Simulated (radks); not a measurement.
Values are calculated unless marked as measured or tabulated.
Question: Spherical quantum dot in the effective-mass picture: electrons in a hard-walled sphere of radius 2.56, with a point charge +2 (a donor) at the centre, all in effective atomic units (hartree* = m*/eps^2 hartree, bohr* = eps/m* bohr), one dielectric constant everywhere. Level of theory: non-relativistic Kohn-Sham, r2SCAN, spin-polarised, spherical densities, generalised Kohn-Sham scheme (a radial shooting solver with Libxc functionals). Levels are named by radial order and angular momentum (1s, 1p, 1d, 2s, ...), and open shells are averaged over m. Each electron was tried in the lowest free levels, single moves between levels near the top were tried too, and the lowest total energy was kept; such a search can miss a lower state. Give the order in which the levels fill up to N = 34, the shell closures and the spin along the way.

Answer: Shells are first occupied in the order 1s, 1p, 2s, 1d, 1f. Open shells at each N (closed shells left out): 1: 1s(up 1, down 0); 2: none; 3: 1p(up 1, down 0); 4: 1p(up 2, down 0); 5: 1p(up 3, down 0); 6: 1p(up 3, down 1); 7: 1p(up 3, down 2); 8: none; 9: 2s(up 1, down 0); 10: none; 11: 1d(up 1, down 0); 12: 1d(up 2, down 0); 13: 1d(up 4, down 0) 2s(up 1, down 0); 14: 1d(up 5, down 0) 2s(up 1, down 0); 15: 1d(up 5, down 0); 16: 1d(up 5, down 1); 17: 1d(up 5, down 2); 18: 1d(up 5, down 3); 19: 2s(up 1, down 0); 20: none; 21: 1f(up 1, down 0); 22: 1f(up 2, down 0); 23: 1f(up 3, down 0); 24: 1f(up 4, down 0); 25: 1f(up 5, down 0); 26: 1f(up 6, down 0); 27: 1f(up 7, down 0); 28: 1f(up 7, down 1); 29: 1f(up 7, down 2); 30: 1f(up 7, down 3); 31: 1f(up 7, down 4); 32: 1f(up 7, down 5); 33: 1f(up 7, down 6); 34: none. All shells are closed at N = 2, 8, 10, 20, 34 (there: 1s2 1p6 1d10 2s2 1f14). Largest 2S: 7, at N = 27.
